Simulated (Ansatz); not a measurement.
Isomers of C3H5BO, relaxed with PBE0-D4/def2-TZVP in Ansatz; electronic energies, one conformer each and not always the lowest. Functionals use def2-TZVPP; CBS adds triple-zeta CCSD(T) − MP2 to the MP2 limit of def2-TZVPP and def2-QZVPP.

**Question.** Order them by energy at frozen-core CCSD(T)/CBS, lowest first. (Best estimate.)
A. `O=C1CBC1`
B. `BC1=CCO1`
C. `C=C1CBO1`
D. `CC#CBO`
E. `OC1BC=C1`
F. `BC1OC1=C`

**Answer.** D (0.0 kcal/mol), C (9.7 kcal/mol), A (33.0 kcal/mol), E (45.8 kcal/mol), B (62.4 kcal/mol), F (69.8 kcal/mol).

**Question.** How do MP2/CBS(def2), PBE-D4, HF/CBS(def2), ωB97M-V place them (kcal/mol, against `CC#CBO`)? (Best estimate.)

**Answer.** Computed: 
```tsv
isomer	MP2/CBS(def2)	PBE-D4	HF/CBS(def2)	ωB97M-V
`O=C1CBC1`	34.9	26.1	35.2	29.1
`C=C1CBO1`	12.0	5.4	13.4	6.9
`BC1=CCO1`	65.4	55.8	67.0	60.6
`OC1BC=C1`	46.9	41.1	52.2	43.3
`BC1OC1=C`	72.4	61.1	73.2	66.6
```
